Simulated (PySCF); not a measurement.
# C3H7ClO2S: calculation and literature

Atom-mapped SMILES (the numbers label the heavy atoms): `[CH3:1][CH:2]([CH3:3])[S:4](=[O:5])(=[O:6])[Cl:7]` (H(Xn): hydrogen on atom n).

- geometry from PBE0-D3(BJ)/def2-TZVP
- NMR shieldings at B97-2/pcSseg-2/GIAO
- program: PySCF
- rapidly exchanging positions averaged, non-relativistic Hamiltonian, gas phase, a single conformation

Reference values: measured (solution, not stated per compound (mostly CDCl3 or CCl4); Pretsch, Buehlmann, Badertscher, Structure Determination of Organic Compounds, 4th ed. (2009)).
```tsv
atoms	quantity	reference	computed	computed, scaled
C2	δ 13C	67.6	69.8	65.3
C1/C3	δ 13C	17.1	19.0	16.3
```

Computed shifts are σ(ref) − σ with the named reference compound (TMS for H and C) calculated as an isolated molecule at the same level. The measured values may be among those fitted. Scaled to experiment by linear calibration (H and C: mostly CDCl3 data, vs TMS): 13C: δ = 176.83 − 0.965σ (rms 2.0 ppm, 507 shifts, 2.1 ppm with the 1 outlier that the fit left out). Occasional misses reach two or three times the rms, and more in compound classes unlike the fitted ones.

Problem. How far are the unscaled 13C shifts from the references?

Solution. Mean signed difference +2.05 ppm, mean absolute 2.05 ppm over 2 comparisons; the largest is +2.2 ppm at C2 (sp3 CH bonded to S).
